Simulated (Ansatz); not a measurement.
Born–Oppenheimer molecular dynamics of BH3OSSi (7 atoms, charge 0, multiplicity 1). It starts at the highest image of a converged band, a first-order saddle point between two minima.

Method: RKS PBE/def2-SVP in Ansatz 0.2.0.

| Property | Result |
| --- | --- |
| ensemble | NVE (velocity Verlet) |
| time step | 0.5 fs |
| steps asked | 200 |
| starting velocities drawn for | 100 K |
| seed | 11212 |

Frames 5 fs apart, positions in Å.

Velocities at 20.0 fs (Å/ps):

```
B -1.41 0.15 3.06
O 3.33 0.21 -1.00
Si -5.95 -2.05 0.90
S 0.22 1.33 -0.29
H -6.59 -0.61 -10.47
H 29.84 -8.28 -6.42
H 97.73 18.53 -15.88
```

```xyz
7
Properties=species:S:1:pos:R:3 time_fs=20.0 energy_less_start_eV=-0.604 T=1035
B -0.954 0.021 -0.578
O 0.181 0.759 -0.954
Si 1.300 0.240 0.220
S -0.724 -1.083 0.867
H -2.003 0.127 -1.203
H 1.600 1.334 1.208
H 1.550 -1.233 0.200
7
Properties=species:S:1:pos:R:3 time_fs=25.0 energy_less_start_eV=-1.461 T=2358
B -0.964 0.019 -0.565
O 0.199 0.761 -0.960
Si 1.260 0.223 0.229
S -0.720 -1.072 0.865
H -1.983 0.123 -1.237
H 1.788 1.278 1.149
H 2.155 -1.071 0.065
7
Properties=species:S:1:pos:R:3 time_fs=30.0 energy_less_start_eV=-1.308 T=2122
B -0.967 0.020 -0.561
O 0.211 0.763 -0.967
Si 1.212 0.184 0.248
S -0.706 -1.051 0.861
H -1.934 0.124 -1.246
H 1.974 1.227 1.057
H 2.688 -0.626 -0.142
7
Properties=species:S:1:pos:R:3 time_fs=35.0 energy_less_start_eV=-1.046 T=1719
B -0.946 0.037 -0.580
O 0.206 0.757 -0.973
Si 1.180 0.131 0.271
S -0.682 -1.024 0.858
H -1.975 0.126 -1.258
H 1.954 1.197 1.021
H 2.724 -0.066 -0.332
7
Properties=species:S:1:pos:R:3 time_fs=40.0 energy_less_start_eV=-1.211 T=1972
B -0.922 0.074 -0.629
O 0.184 0.746 -0.976
Si 1.168 0.082 0.290
S -0.648 -0.997 0.857
H -1.983 0.116 -1.189
H 1.653 1.204 1.188
H 2.378 0.222 -0.507
7
Properties=species:S:1:pos:R:3 time_fs=45.0 energy_less_start_eV=-1.014 T=1667
B -0.919 0.104 -0.683
O 0.162 0.744 -0.983
Si 1.155 0.051 0.310
S -0.607 -0.974 0.858
H -2.039 0.119 -1.139
H 1.213 1.136 1.476
H 2.233 0.124 -0.759
7
Properties=species:S:1:pos:R:3 time_fs=50.0 energy_less_start_eV=-0.757 T=1272
B -0.962 0.106 -0.715
O 0.160 0.766 -1.001
Si 1.140 0.042 0.329
S -0.569 -0.960 0.860
H -2.102 0.152 -1.153
H 0.920 0.898 1.587
H 2.276 -0.226 -0.820
7
Properties=species:S:1:pos:R:3 time_fs=55.0 energy_less_start_eV=-1.009 T=1661
B -1.013 0.090 -0.718
O 0.167 0.798 -1.021
Si 1.127 0.049 0.331
S -0.544 -0.961 0.860
H -2.108 0.206 -1.208
H 0.976 0.734 1.597
H 2.244 -0.619 -0.464
7
Properties=species:S:1:pos:R:3 time_fs=60.0 energy_less_start_eV=-1.327 T=2151
B -1.023 0.080 -0.694
O 0.169 0.819 -1.029
Si 1.113 0.064 0.312
S -0.542 -0.976 0.856
H -2.098 0.249 -1.282
H 1.365 0.832 1.665
H 2.226 -0.936 0.065
7
Properties=species:S:1:pos:R:3 time_fs=65.0 energy_less_start_eV=-1.084 T=1777
B -0.993 0.080 -0.654
O 0.169 0.823 -1.020
Si 1.106 0.089 0.295
S -0.562 -1.000 0.848
H -2.001 0.237 -1.295
H 1.829 1.000 1.451
H 2.218 -1.088 0.468
7
Properties=species:S:1:pos:R:3 time_fs=70.0 energy_less_start_eV=-1.276 T=2072
B -0.936 0.087 -0.608
O 0.174 0.811 -0.997
Si 1.117 0.115 0.291
S -0.600 -1.024 0.837
H -1.941 0.174 -1.275
H 2.056 1.143 0.907
H 2.091 -1.004 0.562
7
Properties=species:S:1:pos:R:3 time_fs=75.0 energy_less_start_eV=-1.092 T=1789
B -0.892 0.088 -0.572
O 0.193 0.794 -0.969
Si 1.141 0.141 0.296
S -0.644 -1.044 0.828
H -1.928 0.088 -1.219
H 2.066 1.369 0.348
H 2.054 -0.979 0.375
```

Of the whole run (100 fs, mean temperature of the second half 1729 K): The conserved energy stayed within 0.23 meV per atom of its start (net change -0.085 meV per atom), so the integration is sound. The system heated up, since it started high on the potential surface and ran downhill. A run of 0.1 ps of so small a system gives no equilibrium averages. The orbitals stay closed-shell, which can raise the energy where a bond breaks towards radicals; this wasn't checked here.

Run time: 6.8 min on 1 thread of Arm Neoverse V2, on a shared host, peak memory 0.14 GiB.
